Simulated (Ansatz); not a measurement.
```yaml
crystal:
  periodic: [false, false, false]
  atoms:
    - {symbol: S, position_ang: [-2.175878, -1.020933, 1.466653]}
    - {symbol: S, position_ang: [1.105039, -0.851956, -0.342824]}
    - {symbol: S, position_ang: [-1.973915, 1.890098, -1.703936]}
    - {symbol: S, position_ang: [1.172315, 2.218894, 1.225805]}
    - {symbol: Mg, position_ang: [-2.839946, 0.015073, -0.681499]}
    - {symbol: Mg, position_ang: [-0.857402, -2.209473, -0.190140]}
    - {symbol: Mg, position_ang: [-0.184610, 0.274513, 1.603731]}
    - {symbol: Mg, position_ang: [2.869892, 0.559303, 0.732736]}
    - {symbol: Mg, position_ang: [0.182495, 1.539421, -0.943092]}
    - {symbol: I, position_ang: [-2.685929, -2.499422, -2.159372]}
    - {symbol: I, position_ang: [5.387941, 0.084493, 0.991949]}
basis:
  gaussian: {orbitals: def2-TZVP}
total_charge: 1
magnetization: {spin_polarized: true, initial_magnetization: 1}
hamiltonian: {xc: pbe0, dispersion: d4}
scf: {omitted_lower_state_checks: [starts]}
output: {orbitals: {seedname: orbitals}}
```

```sh
$ ansatz run in.yaml --threads 4 --pin off --events-out ev --progress --plain --max-ram 6963MiB
```

(1) Does this run fit into the memory that it is given?

Results:

(1) No. It has 408 basis functions, and Ansatz plans for 8 GiB where 7 GiB are given.
